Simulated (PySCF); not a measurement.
(3E)-hexa-1,3-diene (C₆H₁₀), SMILES C=C/C=C/CC. Coordinates come from a PBE0-D3(BJ)/def2-SVP optimisation. Other conformers were not sampled.

Computed equilibrium geometry at PBE0-D3(BJ)/def2-SVP (PySCF confirms it by a frequency run) as Cartesian coordinates in Å (one conformer of several):
```xyz
16

C      3.1164     0.3997     0.0556
C      1.9693    -0.2417    -0.2095
C      0.6483     0.3530    -0.1066
C     -0.4961    -0.2966    -0.3762
C     -1.8677     0.2837    -0.2689
C     -2.7518    -0.4573     0.7310
H      3.1208     1.4464     0.3756
H      4.0847    -0.0972    -0.0379
H      2.0051    -1.2908    -0.5281
H      0.6029     1.4027     0.2117
H     -0.4357    -1.3486    -0.6884
H     -2.3502     0.2516    -1.2633
H     -1.7964     1.3492     0.0048
H     -3.7646    -0.0276     0.7628
H     -2.8496    -1.5221     0.4655
H     -2.3278    -0.4072     1.7456
```
